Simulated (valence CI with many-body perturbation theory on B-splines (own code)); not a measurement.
# E1 line list for Ge26+

Calculated by configuration interaction combined with many-body perturbation theory (CI+MBPT): four valence electrons over a frozen Dirac-Fock core [He], a basis of 11 s, 11 p, 10 d, 8 f, 5 g, 2 h functions for each j, with the one-electron correlation potential Σ1, the two-electron term Σ2, the three-electron term Σ3, Breit, model QED; selected CI, second order for the rest, scaled by the run's own slope (own B-spline code, finite nucleus).

No measured spectrum was set against this ion. As an estimate, large intervals hold to a few tenths of a per cent, small ones and those within an open d or f shell to about a per cent. Among the levels kept, up to 1100 cm⁻¹ of a level comes from second order outside the variational space, and about a tenth of that is noise between levels of different J, which matters for small intervals.

Lines 1 to 50 of 544 in falling wavelength, among levels below 15088 × 10³ cm⁻¹, chosen from the strongest by gf and those to the six lowest levels. Wavelengths and rates use the calculated energies. Electric multipoles are in the length gauge with retardation, E1 and E2 with the static RPA response of the core. Weak lines are less certain than strong ones. Lines between different terms over intervals too small for the method are left out, as are lines whose strength nearly cancels. Where a level lies close to another of its J and parity, the split of strength between their lines is uncertain. The highest levels of a list are the least certain.

Levels are named by their leading jj configuration (3d3/2^4 stands for four electrons in 3d with j = 3/2), which in mixed levels can hold well under half, so a name can repeat and another be missing. Letters in brackets count levels of one name in rising energy.

```
λ vac (Å)                           Upper                           Lower   A (s⁻¹)  S (a.u.)
    461.6       (2p1/2 2p3/2^2 3p1/2) J=3          (2p1/2 2p3/2^2 3s) J=3  5.53e+08  1.88e-01
    423.1  (2s 2p1/2 2p3/2 3p1/2) J=2 [c]     (2s 2p1/2 2p3/2 3s) J=1 [b]  8.19e+08  1.53e-01
    421.6   (2p1/2 2p3/2^2 3p1/2) J=2 [a]      (2p1/2 2p3/2^2 3s) J=2 [a]  7.36e+08  1.36e-01
    411.0          (2s 2p3/2^2 3p1/2) J=3         (2s 2p3/2^2 3s) J=2 [b]  7.63e+08  1.83e-01
    405.3       (2p1/2^2 2p3/2 3d5/2) J=4       (2p1/2^2 2p3/2 3p3/2) J=3  1.46e+09  4.32e-01
    404.8          (2s 2p3/2^2 3p1/2) J=3         (2s 2p3/2^2 3s) J=2 [a]  7.93e+08  1.82e-01
    400.6      (2s 2p1/2 2p3/2 3d3/2) J=4      (2s 2p1/2 2p3/2 3p3/2) J=4  5.51e+08  1.57e-01
    399.2       (2p1/2 2p3/2^2 3d5/2) J=4   (2p1/2 2p3/2^2 3p3/2) J=3 [a]  1.03e+09  2.90e-01
    397.9      (2s 2p1/2 2p3/2 3d5/2) J=5      (2s 2p1/2 2p3/2 3p3/2) J=4  1.65e+09  5.65e-01
    392.2      (2s 2p3/2^2 3d5/2) J=4 [a]      (2s 2p3/2^2 3p3/2) J=3 [a]  1.12e+09  3.00e-01
    391.2       (2p1/2 2p3/2^2 3d5/2) J=3   (2p1/2 2p3/2^2 3p3/2) J=2 [a]  1.55e+09  3.21e-01
    389.7       (2p1/2^2 2p3/2 3p1/2) J=2      (2s 2p3/2^2 3p3/2) J=2 [b]  9.81e+08  1.43e-01
    385.6  (2s 2p1/2 2p3/2 3d5/2) J=4 [a]  (2s 2p1/2 2p3/2 3p3/2) J=3 [a]  1.77e+09  4.50e-01
    384.4      (2s 2p3/2^2 3d5/2) J=3 [a]      (2s 2p3/2^2 3p3/2) J=2 [a]  9.44e+08  1.85e-01
    384.1      (2s 2p3/2^2 3d5/2) J=4 [a]          (2s 2p3/2^2 3p3/2) J=4  4.65e+08  1.17e-01
    383.8   (2p1/2 2p3/2^2 3p3/2) J=2 [a]      (2p1/2 2p3/2^2 3s) J=1 [a]  1.18e+09  1.64e-01
    383.0   (2p1/2 2p3/2^2 3p3/2) J=3 [b]      (2p1/2 2p3/2^2 3s) J=2 [b]  1.39e+09  2.70e-01
    382.7          (2s 2p1/2^2 3d5/2) J=3          (2s^2 2p3/2 3d5/2) J=2  7.08e+08  1.37e-01
    382.0  (2s 2p1/2 2p3/2 3d5/2) J=3 [e]  (2s 2p1/2 2p3/2 3p3/2) J=2 [d]  1.03e+09  1.99e-01
    381.5          (2s 2p3/2^2 3d5/2) J=5          (2s 2p3/2^2 3p3/2) J=4  1.92e+09  5.79e-01
    378.0      (2s 2p1/2 2p3/2 3p1/2) J=3         (2s 2p1/2 2p3/2 3s) J=3  1.50e+09  2.80e-01
    376.0       (2p1/2 2p3/2^2 3d5/2) J=4       (2p1/2 2p3/2^2 3p1/2) J=3  1.04e+09  2.45e-01
    368.6  (2s 2p1/2 2p3/2 3d3/2) J=3 [a]  (2s 2p1/2 2p3/2 3p3/2) J=3 [a]  6.23e+08  1.08e-01
    367.2      (2s 2p3/2^2 3d5/2) J=4 [b]      (2s 2p3/2^2 3p3/2) J=3 [b]  1.88e+09  4.13e-01
    366.4          (2s 2p1/2^2 3d5/2) J=3          (2s 2p1/2^2 3p3/2) J=2  1.28e+09  2.18e-01
    365.1      (2s 2p3/2^2 3d3/2) J=3 [a]      (2s 2p3/2^2 3p3/2) J=3 [a]  8.26e+08  1.39e-01
    364.5      (2s 2p3/2^2 3d3/2) J=3 [b]      (2s 2p3/2^2 3p3/2) J=2 [d]  1.52e+09  2.55e-01
    363.0  (2s 2p1/2 2p3/2 3d5/2) J=3 [d]  (2s 2p1/2 2p3/2 3p3/2) J=2 [c]  1.58e+09  2.61e-01
    361.2  (2s 2p1/2 2p3/2 3d5/2) J=4 [c]  (2s 2p1/2 2p3/2 3p3/2) J=3 [c]  2.15e+09  4.49e-01
    360.6          (2s^2 2p3/2 3d5/2) J=4          (2s^2 2p3/2 3p3/2) J=3  2.02e+09  4.21e-01
    360.2       (2p1/2^2 2p3/2 3d5/2) J=2       (2p1/2^2 2p3/2 3p3/2) J=1  1.43e+09  1.64e-01
    358.3      (2s 2p3/2^2 3d5/2) J=2 [d]      (2s 2p3/2^2 3p3/2) J=1 [c]  1.46e+09  1.65e-01
    353.7      (2s 2p3/2^2 3d5/2) J=3 [b]      (2s 2p3/2^2 3p3/2) J=2 [b]  1.30e+09  1.99e-01
    353.2  (2s 2p1/2 2p3/2 3p3/2) J=2 [b]     (2s 2p1/2 2p3/2 3s) J=2 [b]  2.08e+09  2.26e-01
    352.7      (2s 2p3/2^2 3p1/2) J=2 [b]         (2s 2p3/2^2 3s) J=2 [c]  1.50e+09  1.63e-01
    351.9  (2s 2p1/2 2p3/2 3d3/2) J=2 [b]  (2s 2p1/2 2p3/2 3p1/2) J=2 [b]  1.29e+09  1.38e-01
    351.6  (2s 2p1/2 2p3/2 3p1/2) J=2 [a]     (2s 2p1/2 2p3/2 3s) J=2 [a]  1.74e+09  1.87e-01
    348.0          (2s^2 2p1/2 3d5/2) J=3          (2s^2 2p1/2 3p3/2) J=2  2.26e+09  3.30e-01
    346.9       (2p1/2 2p3/2^2 3p1/2) J=3      (2p1/2 2p3/2^2 3s) J=2 [a]  1.58e+09  2.28e-01
    344.4   (2p1/2 2p3/2^2 3p3/2) J=2 [a]      (2p1/2 2p3/2^2 3s) J=2 [a]  1.19e+09  1.20e-01
    342.8  (2s 2p1/2 2p3/2 3d5/2) J=3 [a]  (2s 2p1/2 2p3/2 3p3/2) J=2 [a]  1.24e+09  1.73e-01
    342.6      (2s 2p3/2^2 3p1/2) J=2 [a]             (2s 2p3/2^2 3s) J=3  1.82e+09  1.81e-01
    341.3       (2p1/2^2 2p3/2 3p3/2) J=3      (2s 2p3/2^2 3p3/2) J=2 [c]  2.54e+09  3.49e-01
    341.2  (2s 2p1/2 2p3/2 3p3/2) J=2 [a]     (2s 2p1/2 2p3/2 3s) J=1 [a]  2.02e+09  1.98e-01
    340.7   (2p1/2 2p3/2^2 3p3/2) J=3 [b]          (2p1/2 2p3/2^2 3s) J=3  1.23e+09  1.69e-01
    339.8  (2s 2p1/2 2p3/2 3d3/2) J=1 [b]  (2s 2p1/2 2p3/2 3p1/2) J=2 [b]  1.96e+09  1.14e-01
    339.7       (2p1/2^2 2p3/2 3d5/2) J=3       (2p1/2^2 2p3/2 3p3/2) J=2  2.31e+09  3.13e-01
    339.2       (2p1/2^2 2p3/2 3p3/2) J=2          (2p1/2^2 2p3/2 3s) J=1  2.02e+09  1.94e-01
    339.2      (2s 2p3/2^2 3d5/2) J=2 [a]      (2s 2p3/2^2 3p3/2) J=2 [a]  1.16e+09  1.12e-01
    338.8          (2s^2 2p3/2 3p1/2) J=2             (2s^2 2p3/2 3s) J=2  2.15e+09  2.06e-01
```
